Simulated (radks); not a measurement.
Q: Species: Rh2+. Configuration: [Kr] 4d7. Method: scalar-relativistic Kohn-Sham, PBEsol, spin-polarised, spherical densities, finite nucleus; open shells are filled with parallel spins first (spin-orbit coupling, left out, can overturn this in heavy ions); Fermi nuclear charge, rms radius 4.4945 fm; computed with a radial shooting solver on a logarithmic mesh with Libxc functionals. Some entries of the table are withheld. Estimate them.

orbital,occ.,eigenvalue (eV),<r> (bohr)
1s down,1,-23045.50,0.03264
1s up,1,-23045.50,0.03264
2s up,1,-3359.487,0.1420
2s down,1,-3359.008,0.1420
2p up,3,-3013.592,0.1238
2p down,3,-3013.227,0.1237
3s up,1,-617.3977,0.3910
3s down,1,-617.1254,0.3909
3p up,3,-503.7249,0.3907
3p down,3,-503.4185,0.3907
3d up,5,-321.8405,0.3705
3d down,5,-321.3868,0.3704
4s up,1,-104.2368,(1)
4s down,1,-102.1632,(2)
4p up,3,(3),1.076
4p down,3,(4),1.074
4d up,5,-26.6580,(5)
4d down,2,-24.4861,(6)

A: 
(1) 4s up <r> (bohr): 0.9786
(2) 4s down <r> (bohr): 0.9764
(3) 4p up eigenvalue (eV): -72.1050
(4) 4p down eigenvalue (eV): -69.9304
(5) 4d up <r> (bohr): 1.437
(6) 4d down <r> (bohr): 1.454
